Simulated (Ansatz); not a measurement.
A structure relaxed at PBE-D4/def2-SVP in Ansatz, charge 0, singlet:

```csv
atom,x (Å),y (Å),z (Å)
Mg1,2.334,0.233,2.444
Mg2,-2.180,-0.671,2.504
Mg3,0.261,-1.280,0.394
Mg4,2.539,-1.084,-1.964
Mg5,-1.976,-1.987,-1.903
Mg6,-0.322,1.742,2.018
Mg7,2.183,1.523,-0.354
Mg8,-2.609,0.564,-0.289
Mg9,-0.104,0.345,-2.661
S10,0.181,-0.707,2.982
S11,2.891,-0.944,0.416
S12,-2.294,-1.981,0.485
S13,0.416,-2.219,-2.080
S14,2.074,2.539,1.956
S15,-2.840,1.555,2.022
S16,-0.233,1.143,-0.352
S17,2.297,1.106,-2.842
S18,-2.617,0.122,-2.776
```

Question: Give its formula and point group.

Answer: Mg9S9 (started as a model of: 2x3x3 MgS rock-salt block). Point group C4v (tolerance 0.1 Å).

Question: Summarise the bond lengths by kind (pairs closer than 1.2 times the sum of covalent radii, bridged metal pairs left out).

Answer: 33 × Mg–S 2.37 to 2.68 Å.

Another isomer (singlet) lies 0.23 eV lower at PBE0-D4/def2-TZVP; other spin states weren't run for this one.
